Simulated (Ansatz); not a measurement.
A further run on `CN(C)c1cc2sc(-c3cc4sc(-c5cc6sc(C#N)cc6s5)cc4s3)cc2s1`.

```yaml
crystal:
  periodic: [false, false, false]
  atoms:
    - {symbol: C, position_ang: [-8.589526, -1.765796, -0.377091]}
    - {symbol: N, position_ang: [-7.932468, -0.629287, 0.237767]}
    - {symbol: C, position_ang: [-8.644400, 0.136840, 1.241085]}
    - {symbol: C, position_ang: [-6.562252, -0.538876, 0.218199]}
    - {symbol: C, position_ang: [-5.742810, 0.309647, 0.969987]}
    - {symbol: C, position_ang: [-4.378164, 0.140915, 0.615632]}
    - {symbol: S, position_ang: [-2.885027, 0.864515, 1.137058]}
    - {symbol: C, position_ang: [-1.945096, -0.155973, 0.033007]}
    - {symbol: C, position_ang: [-0.514428, -0.027002, -0.015778]}
    - {symbol: C, position_ang: [0.316663, 0.765208, 0.783339]}
    - {symbol: C, position_ang: [1.677662, 0.622878, 0.426250]}
    - {symbol: S, position_ang: [3.174792, 1.298159, 1.000749]}
    - {symbol: C, position_ang: [4.101394, 0.373878, -0.191869]}
    - {symbol: C, position_ang: [5.533491, 0.502687, -0.240279]}
    - {symbol: C, position_ang: [6.362627, 1.279297, 0.573919]}
    - {symbol: C, position_ang: [7.725520, 1.141146, 0.216130]}
    - {symbol: S, position_ang: [9.216631, 1.807119, 0.807590]}
    - {symbol: C, position_ang: [10.133827, 0.904177, -0.405642]}
    - {symbol: C, position_ang: [11.540639, 1.024671, -0.457759]}
    - {symbol: N, position_ang: [12.712819, 1.130981, -0.493866]}
    - {symbol: C, position_ang: [9.314007, 0.124006, -1.225916]}
    - {symbol: C, position_ang: [7.954792, 0.263603, -0.868725]}
    - {symbol: S, position_ang: [6.453296, -0.399215, -1.454348]}
    - {symbol: C, position_ang: [3.271071, -0.417234, -0.991961]}
    - {symbol: C, position_ang: [1.910579, -0.272847, -0.641044]}
    - {symbol: S, position_ang: [0.408880, -0.943848, -1.217828]}
    - {symbol: C, position_ang: [-2.772817, -1.009015, -0.702884]}
    - {symbol: C, position_ang: [-4.134857, -0.834415, -0.370585]}
    - {symbol: S, position_ang: [-5.633504, -1.573728, -0.887817]}
    - {symbol: H, position_ang: [-8.177459, -1.941352, -1.394381]}
    - {symbol: H, position_ang: [-8.474695, -2.711265, 0.207854]}
    - {symbol: H, position_ang: [-9.670014, -1.550737, -0.489045]}
    - {symbol: H, position_ang: [-9.731206, 0.077300, 1.043412]}
    - {symbol: H, position_ang: [-8.452843, -0.226143, 2.279460]}
    - {symbol: H, position_ang: [-8.346675, 1.204900, 1.193105]}
    - {symbol: H, position_ang: [-6.113416, 1.004931, 1.730549]}
    - {symbol: H, position_ang: [-0.064170, 1.405213, 1.589832]}
    - {symbol: H, position_ang: [5.981719, 1.910282, 1.387404]}
    - {symbol: H, position_ang: [9.708856, -0.503819, -2.034140]}
    - {symbol: H, position_ang: [3.653140, -1.065900, -1.791563]}
    - {symbol: H, position_ang: [-2.386548, -1.725904, -1.439810]}
basis:
  gaussian: {orbitals: def2-TZVP, fitting: {mean_field: def2-universal-jkfit}}
magnetization: {spin_polarized: true, initial_magnetization: 0}
hamiltonian: {xc: {name: r2SCANh}, dispersion: d4}
scf: {lower_state_search: off}
output: {forces: true}
```

```sh
$ ansatz run in.yaml --threads 2 --pin off --events-out ev --progress --plain --max-ram 32768MiB --backend cuda --devices 0, --max-vram 18GiB
```

It prints (some lines left out):

```
Functional definition: r2SCANh
2713 factors; integrals over basis functions are off by at most 4.3e-1 eV
mean field evaluation 1: about -89895.8463 eV, gradient 1.1e2 eV
mean field evaluation 2: about -89735.3595 eV, gradient 2.0e2 eV
mean field evaluation 4: about -89921.8468 eV, gradient 5.6e1 eV
mean field evaluation 8: about -89954.5210 eV, gradient 2.1e0 eV
mean field evaluation 16: about -89954.5942 eV, gradient 8.2e-3 eV
mean field -89954.59419133 eV, -3305.7703631174 hartree, gradient 7.5e-6 eV, S^2 0.000000; 0 other end points of the search recorded, 0 dependent functions left out
reference -89954.59422031 eV, -3305.7703641825 hartree; 124, 124 occupied and 883, 883 virtual orbitals, 2713 factors
Total energy: -89955.21087132 eV, -3305.7930256893 hartree
Atom 0 force    -0.183457    -0.356494    -0.204858 eV/Å
Atom 1 force     0.290251     0.070489    -0.050001 eV/Å
Atom 2 force    -0.205130     0.216520     0.305709 eV/Å
Atom 3 force     0.191386     0.107805     0.207740 eV/Å
Atom 4 force    -0.209068    -0.192748    -0.194806 eV/Å
Atom 5 force     0.053541    -0.345184    -0.334524 eV/Å
Atom 6 force    -0.230498    -0.591474    -0.537505 eV/Å
Atom 7 force    -0.318309    -0.174844    -0.143129 eV/Å
Atom 8 force     0.318420     0.169961     0.134829 eV/Å
Atom 9 force    -0.194352    -0.219968    -0.215809 eV/Å
Atom 10 force     0.017556    -0.286256    -0.332962 eV/Å
Atom 11 force    -0.225118    -0.540579    -0.589358 eV/Å
Atom 12 force    -0.320509    -0.154918    -0.137948 eV/Å
Atom 13 force     0.326815     0.158643     0.143461 eV/Å
Atom 14 force    -0.197541    -0.209648    -0.218870 eV/Å
Atom 15 force     0.056016    -0.254760    -0.310719 eV/Å
Atom 16 force    -0.206659    -0.542706    -0.629628 eV/Å
Atom 17 force    -0.381254    -0.159819    -0.129644 eV/Å
Atom 18 force     1.796629     0.140939    -0.080693 eV/Å
Atom 19 force    -2.370549    -0.212665     0.075170 eV/Å
Atom 20 force     0.179332     0.231986     0.247106 eV/Å
Atom 21 force     0.052201     0.261835     0.308274 eV/Å
Atom 22 force     0.214309     0.512485     0.587663 eV/Å
Atom 23 force     0.168924     0.220882     0.230536 eV/Å
Atom 24 force     0.023108     0.290564     0.326402 eV/Å
Atom 25 force     0.215789     0.520154     0.591535 eV/Å
Atom 26 force     0.180179     0.239065     0.226928 eV/Å
Atom 27 force     0.019009     0.335129     0.338133 eV/Å
Atom 28 force     0.195190     0.583463     0.517273 eV/Å
Atom 29 force    -0.225893     0.131903     0.596297 eV/Å
Atom 30 force    -0.040856     0.560116    -0.290310 eV/Å
Atom 31 force     0.628292    -0.077134     0.093626 eV/Å
Atom 32 force     0.618659    -0.002872     0.075284 eV/Å
Atom 33 force    -0.080789     0.153749    -0.563768 eV/Å
Atom 34 force    -0.131678    -0.592786    -0.013961 eV/Å
Atom 35 force     0.191567    -0.399501    -0.434022 eV/Å
Atom 36 force     0.220176    -0.362642    -0.457940 eV/Å
Atom 37 force     0.221610    -0.358716    -0.463323 eV/Å
Atom 38 force    -0.215956     0.359817     0.461196 eV/Å
Atom 39 force    -0.219598     0.365310     0.452003 eV/Å
Atom 40 force    -0.221744     0.404901     0.414612 eV/Å
Dipole moment:    -2.836360    -0.312054     0.113808 e Å
Checks for a lower state left out: stability, starts, cluster_reference, orbital_swaps, neighbouring_geometries, increment
```

Hardware: 2 threads of AMD EPYC 7R13 on a shared host and a share (18 GiB) of an NVIDIA H100 80GB HBM3. Wall time 16 s, peak host memory 2.1 GiB.
